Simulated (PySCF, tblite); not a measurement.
Isomerisation enthalpies of C7H16O

**Measured values to compare with.**

From CRC Handbook of Chemistry and Physics, for the gas at 298.15 K: enthalpy of formation of `CC(C)OC(C)(C)C` -358.1 kJ/mol; enthalpy of formation of `CCCCCCCO` (1-heptanol) -336.5 kJ/mol.

How close the calculation comes is told at the end.

Differences of these values give the isomerisation enthalpies. Geometries: PBE0-D3(BJ)/def2-SVP; runs in PySCF, gas phase, with a dispersion term only where the level names one. Total electronic energies (Eh):

| SMILES | PBE0-D3(BJ)/def2-SVP | PBE0/pcSseg-1 |
| --- | --- | --- |
| CC(C)OC(C)(C)C | -350.94828 | -351.13961 |
| CCCCCCCO | -350.94424 | -351.13593 |

Geometry of `CC(C)OC(C)(C)C` (Å):
```
atom  x, y, z in Å
C1     1.3378   -1.4262    0.0402
C2     0.3237   -0.3079    0.2173
C3     0.9175    1.0640   -0.0586
O4    -0.7502   -0.5254   -0.6768
C5    -2.0607   -0.7189   -0.1609
C6    -2.1245   -1.9669    0.7210
C7    -2.5353    0.5140    0.6099
C8    -2.9166   -0.9163   -1.4048
H9     2.2241   -1.2691    0.6736
H10    1.6632   -1.4705   -1.0105
H11    0.8938   -2.3987    0.2977
H12   -0.0392   -0.3282    1.2612
H13    0.1764    1.8543    0.1294
H14    1.2237    1.1315   -1.1137
H15    1.7983    1.2550    0.5731
H16   -1.4922   -1.8661    1.6161
H17   -1.7850   -2.8479    0.1564
H18   -3.1540   -2.1495    1.0635
H19   -1.9153    0.7025    1.4996
H20   -2.4925    1.4042   -0.0350
H21   -3.5724    0.3831    0.9528
H22   -2.8468   -0.0301   -2.0520
H23   -3.9714   -1.0804   -1.1399
H24   -2.5546   -1.7843   -1.9745
```

Geometry of `CCCCCCCO` (Å):
```
atom  x, y, z in Å
C1    -3.8262    0.0683   -0.2758
C2    -2.3882   -0.2317   -0.6682
C3    -1.4004    0.8148   -0.1656
C4     0.0438    0.6040   -0.6098
C5     0.6937   -0.6636   -0.0641
C6     2.1450   -0.8624   -0.4879
C7     3.1253    0.1358    0.1091
O8     4.4460   -0.0802   -0.3085
H9    -4.5183   -0.7056   -0.6410
H10   -4.1604    1.0345   -0.6870
H11   -3.9375    0.1234    0.8192
H12   -2.1076   -1.2275   -0.2854
H13   -2.3094   -0.3014   -1.7680
H14   -1.7363    1.8093   -0.5078
H15   -1.4412    0.8517    0.9387
H16    0.0875    0.5844   -1.7142
H17    0.6353    1.4829   -0.3040
H18    0.6307   -0.6565    1.0401
H19    0.1117   -1.5413   -0.3881
H20    2.4688   -1.8780   -0.1941
H21    2.2325   -0.8204   -1.5874
H22    3.0345    0.1200    1.2163
H23    2.8708    1.1597   -0.2063
H24    4.6862   -0.9816   -0.0703
```

Zero-point energy and H(298.15 K) − H(0) from GFN2-xTB harmonic wavenumbers (unscaled, rigid rotor, ideal gas), added at every level, kJ/mol: `CC(C)OC(C)(C)C` 600.5, `CCCCCCCO` 606.7.

**Comparison with experiment**

Relative to `CC(C)OC(C)(C)C`, the lowest by measurement, in kJ/mol (measured: enthalpies at 298.15 K; computed: electronic energies):

| SMILES | measured | PBE0-D3(BJ)/def2-SVP | PBE0/pcSseg-1 |
| --- | --- | --- | --- |
| CC(C)OC(C)(C)C | 0.0 | 0.0 | 0.0 |
| CCCCCCCO | 21.6 | 16.9 | 15.9 |

Measured values: -358.1 kJ/mol (298.15 K; CRC Handbook of Chemistry and Physics) for the first row; the others come from the same table. Unsigned miss: PBE0-D3(BJ)/def2-SVP 4.7, PBE0/pcSseg-1 5.7 kJ/mol. One conformer stands for `CC(C)OC(C)(C)C` and `CCCCCCCO`, not necessarily the lowest, while the measurement averages over conformers. Where a level misses, the cause wasn't examined.
